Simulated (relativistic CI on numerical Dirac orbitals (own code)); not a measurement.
## Pr⁴⁰⁺: sensitivity of the levels to the model

Base calculation: Dirac-Coulomb-Breit CI, orbitals from a KLI potential per configuration, model QED (radiative potential, 1s self-energy scaled to tabulated hydrogen-like ionisation energies), unscaled Slater integrals.

Configurations in the expansion (outside the closed core [Ne]): 3s²3p⁶3d, 3s²3p⁵3d², 3s3p⁶3d², 3s²3p⁶4s, 3s²3p⁶4p, 3s²3p⁶4d, 3s²3p⁵3d4s, 3s²3p⁶4f, 3s²3p⁵3d4p, 3p⁶3d³, 3p⁵3d⁴, 3p⁵3d³4s. Double excitations out of closed p, d and f shells are left out; levels of such configurations are missing from the list, as are those of other unlisted configurations, and high levels can miss mixing partners. These lack a partner that the ground configuration has and come out too high: 3s²3p⁵3d4p.

Variants: (1) P86 correlation estimate; (2) Breit term removed; (3) non-relativistic limit. Shifts of the energy above 3s²3p⁶3d ²D3/2, in eV, for the lowest level and the first level of each name with at least 55 % of one term (blank where a level changes its place among those of its configuration and J or its character, or is not in the variant):

| Level | Base | Δ(1) | Δ(2) | Δ(3) |
| --- | --- | --- | --- | --- |
| 3s²3p⁶3d ²D3/2 | 0.000 | 0.000 | 0.000 | 0.000 |
| 3s²3p⁶3d ²D5/2 | 26.129 | 0.000 | +0.836 | -26.129 |
| 3s²3p⁵3d² ⁴D°1/2 | 185.402 | +0.395 | +0.788 | -16.294 |
| 3s²3p⁵3d² ⁴G°9/2 | 212.792 | +0.395 | +1.959 | -34.971 |
| 3s²3p⁵3d² ²F°5/2 | 252.536 | +0.395 | +1.836 | -65.701 |
| 3s²3p⁵3d² ²P°1/2 | 252.767 | +0.395 | +1.995 | -61.434 |
| 3s3p⁶3d² ⁴F3/2 | 462.638 | +0.611 | +0.642 | -139.448 |
| 3s3p⁶3d² ⁴F5/2 | 468.657 | +0.611 | +0.873 | -145.467 |
| 3s3p⁶3d² ⁴P1/2 | 482.526 | +0.611 | +0.485 | -147.997 |
| 3s3p⁶3d² ⁴F7/2 | 486.930 | +0.611 | +1.683 | -163.740 |
| 3s3p⁶3d² ⁴P3/2 | 496.174 | +0.611 | +1.174 | -161.645 |
| 3s3p⁶3d² ⁴F9/2 | 497.397 | +0.611 | +2.180 | -174.207 |
| 3s3p⁶3d² ²F5/2 | 503.000 | +0.611 | +1.511 |  |
| 3s3p⁶3d² ²G7/2 | 507.279 | +0.611 | +1.783 |  |
| 3s3p⁶3d² ²P1/2 | 514.178 | +0.612 | +0.994 | -158.965 |
| 3s3p⁶3d² ²G9/2 | 519.585 | +0.611 | +2.429 | -174.271 |
| 3s3p⁶3d² ²D5/2 | 525.769 | +0.611 | +2.176 |  |

At this charge energies of transitions that change n are usually good to better than 1 %, and those within a shell (Δn = 0) to a few per cent.

Ionisation energy from the two ground configurations alone: base 2940.36 eV; P86 correlation estimate 2942.09 eV; Breit term removed 2942.04 eV. The NIST ASD value (theoretical) is 2941 eV.

LS names give the leading component of a level, which can be under half, so a name can repeat, a term be missing and a line seem to break the LS rules.
